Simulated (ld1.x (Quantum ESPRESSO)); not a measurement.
# What one change does to a pseudopotential (V (Z = 23), RRKJ)

```json
{
  "Element": "vanadium (V)",
  "Generator": "ld1.x (Quantum ESPRESSO) 7.5",
  "Type": "norm-conserving RRKJ (Kleinman–Bylander form)",
  "Functional": "PBE",
  "Relativity": "scalar-relativistic",
  "Frozen core": "[Ne]",
  "Valence charge": "13",
  "Reference configuration": "3s2 3p6 3d3 4s1 4p0 (charge +1)",
  "Partial waves": "3s (bound): rc 1.10 bohr; 3p (bound): rc 1.60 bohr; 3d (bound): rc 2.40 bohr; 4f channel at 0.3 Ry: rc 1.95 bohr",
  "Local potential": "all-electron potential smoothed inside 0.95 bohr (lloc = -2)",
  "Core correction": "none",
  "rho0": "0.005"
}
```

Occupied shells without a wave of their own: 4s. They enter only through the test configuration that unscreens the potential.

All-electron outer shells of the reference configuration (PBE, scalar-relativistic, ld1.x):

```
shell  level (eV)  outermost node (bohr)  outermost maximum (bohr)
   2p     -510.70                      –                      0.21
   3s      -77.83                   0.38                      0.82
   3p      -51.65                   0.35                      0.84
   3d      -12.63                      –                      0.90
   4s      -10.90                   1.17                      2.59
   4p       -6.83                   1.29                      3.20
```

Change: local potential the p channel.

Cutoffs: the cutoffs (Ry, on a coarse ladder) from which the occupation-weighted sum of valence levels, in a spherical-Bessel basis at the reference potential, stays within 10 and 1 mRy of its value at 400 Ry; they do not see the model core or the augmentation charge, which bear on the density cutoff. Errors are all-electron minus pseudo energies relative to the spin-unpolarised reference configuration.

Problem. Predict the effect on cutoff, ghosts and configuration errors.

Solution. The potential gets neither clearly harder nor softer (80 Ry and 140 Ry → 80 Ry and 140 Ry); of the 7 tests that both files solve, the error grows in 3 and shrinks in 1 by more than 15 % and 0.3 meV (median size 62.2 → 93.2 meV); neither file shows a bound ghost.

| quantity | base | changed |
| --- | --- | --- |
| cutoff, loose | 80 Ry | 80 Ry |
| cutoff, tight | 140 Ry | 140 Ry |
| loose cutoff by channel (10 mRy a level) | s 80 Ry, p 35 Ry, d 30 Ry | s 80 Ry, d 30 Ry, p 40 Ry |
| bound ghosts | none | none |
| largest miss of a reference level, eV | 0.04 | 0.06 |
| error for 3s2 3p6 3d3 4s2 4p0, meV [ΔE -7.73 eV] | +29 | +47 |
| error for 3s2 3p6 3d3 4s0 4p0, meV [ΔE 14.30 eV] | -62 | -93 |
| error for 3s2 3p6 3d2 4s0 4p0, meV [ΔE 43.19 eV] | +193 | +148 |
| error for 3s2 3p6 3d3 4s1 4p1, meV [ΔE -4.39 eV] | +3.5 | +17 |
| error for 3s2 3p6 3d4 4s0 4p0, meV [ΔE -0.54 eV] | +114 | +97 |
| error for 3s1 3p6 3d3 4s2 4p0, meV [ΔE 69.69 eV] | -375 | -335 |
| error for 3s2 3p6 3d3 4s0 4p1, meV [ΔE 4.10 eV] | -38 | -40 |
| s: phases at 2.61 bohr within 0.05 rad from the reference energy up to (Ry; the scan ends near 5) | 4.6 | 4.4 |
| p: phases at 2.61 bohr within 0.05 rad from the reference energy up to (Ry; the scan ends near 5) | to the end of the scan | to the end of the scan |
| d: phases at 2.61 bohr within 0.05 rad from the reference energy up to (Ry; the scan ends near 5) | 0.2 | 0.2 |
| f: phases at 2.61 bohr within 0.05 rad from the reference energy up to (Ry; the scan ends near 5) | to the end of the scan | to the end of the scan |

Base: The 4s level has no wave, so the channel is fitted at the deeper level alone: the likely source of the large errors. Changed file: The 4s level has no wave, so the channel is fitted at the deeper level alone: the likely source of the large errors.
